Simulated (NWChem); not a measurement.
# Electron attachment to CH$_{2}$NS

```
N
C 1 1.3126
H 1 1.0136 2 120.59
H 1 1.0210 3 116.90 2 180.00
S 2 1.5963 1 137.08 3 180.00
```
Charge 0, spin multiplicity 2.

The numbers come from NWChem runs, not from measurements. Structure: optimised with UPBE0/def2-SVP, a minimum by its harmonic frequencies. It is one conformer; others weren't searched.

Basis set: def2-TZVPD. The species with one electron more has spin multiplicity 1 and keeps the geometry of the parent. Δ marks differences of total energies (open shells unrestricted). −ε marks an orbital energy of the parent. That orbital need not have the symmetry of the hole or added electron in the Δ rows. The basis adds only a small set of diffuse functions.

B3LYP has NWChem's definition, with VWN1-RPA local correlation. The structure started from a generated list of species. The unpaired electrons of the parent sit in orbitals of symmetry a' (Cs labels of the run); other states weren't searched. No SCF solution was tested for a lower state.

Question: One of these methods gave a vertical electron affinity of 2.50 eV. Which?
A. −ε(beta LUMO) of PBE
B. −ε(beta LUMO) of B3LYP
C. −ε(beta LUMO) of M06-2X
D. ΔB3LYP

Answer: B, −ε(beta LUMO) of B3LYP. The others give 1.56 (−ε(beta LUMO) of M06-2X), 3.13 (−ε(beta LUMO) of PBE), 0.48 (ΔB3LYP).
